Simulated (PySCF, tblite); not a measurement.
Compound: C₄H₁₄NOPSi₂.
Structure used (GFN2-xTB), in Å, numbered top down from 1:
```xyz
23
C4H14NOPSi2 angstrom
C      2.596    1.524    1.408
N      2.889    0.793    0.439
Si     1.960   -0.338   -0.472
P      1.673    0.644   -2.467
O      0.512   -0.733    0.147
Si    -1.099   -0.430    0.236
C     -1.775   -1.758    1.416
C     -1.358    1.330    0.918
C     -1.823   -0.569   -1.519
H      1.614    1.546    1.889
H      3.351    2.187    1.822
H      2.722   -1.578   -0.415
H      3.026    0.761   -2.727
H      1.580   -0.553   -3.157
H     -1.295   -1.704    2.388
H     -1.608   -2.757    1.024
H     -2.843   -1.637    1.568
H     -2.407    1.610    0.911
H     -1.007    1.419    1.943
H     -0.818    2.059    0.320
H     -1.780   -1.590   -1.888
H     -2.859   -0.249   -1.560
H     -1.256    0.051   -2.211
```

Jobs on this species (23 atoms, 96 electrons) with PySCF (density fitting) and tblite. Hardware of each: one thread of an Intel Xeon at 2.50 GHz (shared host). Other jobs ran on the host; a repeat could differ by tens of per cent or more.

| level and settings | work | basis functions | SCF cycles | wall time |
| --- | --- | --- | --- | --- |
| PBE0/pcSseg-1 | shieldings, charges and field gradients | 244 | ? | ? |
| GFN2-xTB | L-BFGS relaxation | – | – | 11 s |
| GFN2-xTB | Hessian by finite differences | – | – | 5.5 s |

Q: Fill in the missing figures.

A: 
- PBE0/pcSseg-1; shieldings, charges and field gradients: 2.4 min, 14 SCF cycles

Q: What do all jobs in the table cost together?

A: About 2.7 min; the longest takes about 90 % of that, and about 26 times as long as the shortest.
